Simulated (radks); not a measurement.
Task: Mg+, configuration [Ne] 3s1. Calculated with a radial shooting solver on a logarithmic mesh with Libxc functionals: Dirac Kohn-Sham, AM05, spin-unpolarised, spherical densities, finite nucleus; Fermi nuclear charge, rms radius 3.057 fm. Some entries of the table are withheld. Estimate them.

orbital  occ.  eigenvalue (eV)  <r^2> (bohr^2)
1s1/2       2        -1263.187         0.02312
2s1/2       2         -88.4985          0.5873
2p1/2       2              (1)             (2)
2p3/2       4              (3)             (4)
3s1/2       1              (5)             (6)

Result: 
(1) 2p1/2 eigenvalue (eV): -55.7935
(2) 2p1/2 <r^2> (bohr^2): 0.6050
(3) 2p3/2 eigenvalue (eV): -55.5052
(4) 2p3/2 <r^2> (bohr^2): 0.6089
(5) 3s1/2 eigenvalue (eV): -11.2713
(6) 3s1/2 <r^2> (bohr^2): 9.087
